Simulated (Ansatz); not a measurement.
Isolated molecules relaxed with PBE0-D4/def2-TZVP in Ansatz; ΔE leaves out vibrations. CCSD(T)/CBS adds triple-zeta CCSD(T) − MP2 to the extrapolated MP2 energy (def2 sets, frozen cores). This one scheme is used for every species. Functionals use def2-TZVPP. For Se outer-core shells are correlated without core-valence functions, which leaves a few kJ/mol of doubt a bond. Scalar relativity is left out up to krypton. One conformer a species, not always the lowest.

Reaction (ligand exchange at the Si–C bond): `[SiH3]C[SiH2][SeH]` + `N[SiH3]` → `[SiH3]N[SiH2][SeH]` + `C[SiH3]`

```json
{"level": "PBE", "ΔE (kJ/mol)": "-54.7"}
{"level": "SCS-MP2/def2-QZVPP", "ΔE (kJ/mol)": "-61.9"}
```

Problem. What does CCSD(T)/CBS give? (Estimate.)

Solution. Ansatz gave: -58.8 kJ/mol. The listed levels differ from it by 4.1, -3.1 kJ/mol.

Largest T1 diagnostic among the species: 0.010.

In def2-TZVPP, CCSD(T) changes the Hartree–Fock value by +11.3 kJ/mol (the triples alone add +1.3 kJ/mol) and MP2 by +11.2 kJ/mol.
